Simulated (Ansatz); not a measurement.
The same path of C2H8OS2Si (14 atoms, charge 0, multiplicity 1) was run twice with different band settings. The coordinate that changes most is the dihedral H9–C1–Si2–O3.

Method: RKS PBE-D4/cc-pVDZ in Ansatz.

Relaxed end points:

```xyz
14
Properties=species:S:1:pos:R:3
C -0.182 -2.036 0.161
Si 1.040 -0.714 -0.391
O 0.962 0.666 0.633
C 0.542 1.931 0.216
S -1.153 2.420 0.796
S -2.392 1.228 -0.400
H 0.017 -2.980 -0.389
H -0.068 -2.239 1.245
H -1.226 -1.730 -0.039
H 0.794 -0.266 -1.815
H 2.446 -1.246 -0.251
H 1.178 2.713 0.688
H 0.562 2.056 -0.890
H -2.533 0.168 0.463
```

```xyz
14
Properties=species:S:1:pos:R:3
C -0.173 -2.021 0.235
Si 1.071 -0.713 -0.304
O 0.949 0.706 0.661
C 0.509 1.944 0.189
S -1.229 2.396 0.663
S -2.373 1.190 -0.614
H -1.208 -1.736 -0.035
H 0.064 -2.985 -0.261
H -0.118 -2.176 1.331
H 0.898 -0.321 -1.755
H 2.468 -1.236 -0.071
H 1.094 2.757 0.675
H 0.584 2.044 -0.916
H -2.548 0.121 0.231
```

Common settings: spring 5.0 eV/Å²; optimiser quadratic models (default); start path through a guess of the saddle point; force threshold 0.03 eV/Å; iteration limit 60; end points relaxed.

| run | movable images | climbing image |
| --- | --- | --- |
| 1 | 5 | yes |
| 2 | 8 | no |

Problem. What does each run give, and how far can it be trusted?

Solution. Run 1: converged after 34 iterations, highest image 0.073 eV above the first end. A vibrational analysis at the climbing image gives one clearly imaginary mode, 137i cm⁻¹, and a faint second one (17i cm⁻¹) that may be numerical noise or a soft torsion: probably a first-order saddle point.
Run 2: converged after 14 iterations, highest image 0.082 eV above the first end. No image climbed, so the highest image needn't sit at the top of the path.
